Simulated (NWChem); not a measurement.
MoN2H3OCl; SMILES [NH]=[Mo](=[NH])([OH])[Cl]

```xyz
8

Mo     0.0507    -0.1399    -0.0002
N     -0.8042    -0.6773     1.3862
H     -1.5847    -1.1083     1.8774
N     -0.8087    -0.6766    -1.3842
H     -1.5902    -1.1074    -1.8744
Cl     0.0422     2.1599     0.0006
O      1.7591    -0.8995    -0.0029
H      2.0490    -1.8167    -0.0015
```
Atoms are numbered in this order, from 1.

Computed with NWChem. Geometry: optimised at PBE0/def2-SVP. No frequency run checked for a minimum. def2 effective core potentials on Mo; no spin-orbit coupling. Field at 589 nm.

Predict the results for B3LYP/def2-SVP (core potentials). Quantities: isotropic polarisability (bohr³); anisotropy (bohr³).


```yaml
isotropic polarisability (bohr³): 64.1
anisotropy (bohr³): 10.7
```
